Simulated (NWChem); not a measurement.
Molecule: GeSiH3F3; SMILES F[Si](F)(F)[GeH3]

Results from NWChem. Pople sets run with spherical d functions. Structure relaxed at the PBE0/def2-SVP level. Total energies compare along this basis series because the functional is fixed.

```tsv
level	basis functions	energy (Ha)	highest occupied level (eV)	orbital gap (eV)	dipole (D)	relative time
B3LYP/STO-3G	45	-2636.2154	-4.62	9.91	0.65	1
B3LYP/3-21G	68	-2654.8054	-8.97	9.17	2.45	2
B3LYP/6-31G*	98	-2667.7667	-8.95	9.08	2.15	5
B3LYP/6-311G**	142	-2668.1405	-9.22	8.89	2.44	10
B3LYP/def2-TZVPD	244	-2668.2543	-9.20	8.53	2.31	40
```

The last column is a rough cost ratio, cheapest run = 1.
